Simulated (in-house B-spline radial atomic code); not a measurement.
Lu⁺. Computed with a B-spline radial atomic code. Model: non-relativistic spherical atom: semilocal Troullier-Martins pseudo-atom, one channel per l, against all electrons, high spin, G0W0 and RPA with empty states to l = 8, local potential for every l without a channel, a model core (radius 0 = none) keeps its share of the functional.

Without relativity these are model numbers for so heavy an element.

What the tables leave out is listed at the end.

The pseudopotential gives back the lowest level of each angular momentum of its own functional in the configuration it was made in; a second state of the same l is only approximately right. Exact exchange, RPA and GW see the smooth pseudo-orbitals and miss the exchange with the core, for which the functional's share stands in. The column with an uncorrelated core keeps all orbitals and exact exchange, and so separates missing core correlation from pseudisation. Only the three outermost levels and the lowest empty one were computed. RPA here is direct RPA, with no exchange kernel, and its energies carry an (l + 1/2)⁻⁴ tail. A hybrid on a potential with a model core restores only its own semilocal share of the core's exchange.

Command:
```bash
python run_psgw.py task.json out
```
Settings (lengths in bohr, energies in hartree):
```
Z                      71
electrons              70
configuration          [Xe] 4f14 6s2
generated_in           [Xe] 4f14 5d1 6s2
functional             lda,vwn
core_shells            8
radius_factor          1.3
core_correction        True
ion_configuration      [Xe] 4f14 6s1
```

Run time, properties included: 80 s on 1 thread of Arm Neoverse N1 (shared host).

Given: made with LDA VWN5; model core radius 0.31 bohr; local radius 0.841 bohr; mean-field start PBE0.

Valence shells of the generating configuration: 4d, 5s, 5p, 4f, 6s, 5d.

Channel: s 1.466, p 1.615, d 0.633, f 2.021 (radii in bohr).

Computed: largest level miss in the spin-unpolarised generating configuration 0.086 eV; valence RPA correlation energy all-electron orbitals -2.7697 hartree; valence RPA correlation energy pseudo -3.2097 hartree; all-electron RPA polarisability, core included 51.06 bohr³; pseudo-atom RPA polarisability 49.069 bohr³; ionisation by mean-field all-electron 12.95 eV; ionisation by RPA all-electron 13.364 eV.

| level | occupied | mean-field all-electron (eV) | mean-field pseudo minus all (eV) | G0W0 all-electron (eV) | G0W0 uncorrelated core minus all (eV) | G0W0 pseudo minus all (eV) | exchange self-energy all-electron (eV) | exchange self-energy pseudo (eV) |
| --- | --- | --- | --- | --- | --- | --- | --- | --- |
| 6s | 1 | -10.931 | -0.171 | -13.359 | -0.013 | -0.367 | -8.9053 | -9.2555 |

What is the ionisation by RPA pseudo minus all?

0.338 eV.

What is the ionisation by mean-field pseudo minus all?

0.203 eV.

Among the listed levels the largest G0W0 shift of the pseudo-atom is -0.37 eV, for 6s on the PBE0 start, while leaving the core uncorrelated moves that level by -0.01 eV. So pseudisation and the lost core exchange, not the missing core correlation, make the error. Not in the tables (levels of low weight, unsolved or above zero; the highest and the empty levels are kept at any weight): the LDA start was refused, since an empty level lay at or below an occupied one; on PBE0 the G0W0 levels 4f (pseudo minus all +4.46 eV, weights -0.08 and 0.71), 5p (pseudo minus all -1.04 eV, weights 0.34 and 0.76), 5d (pseudo minus all +0.56 eV, weights 0.49 and 0.39); no Hartree-Fock pseudo-atom is run with a model core.
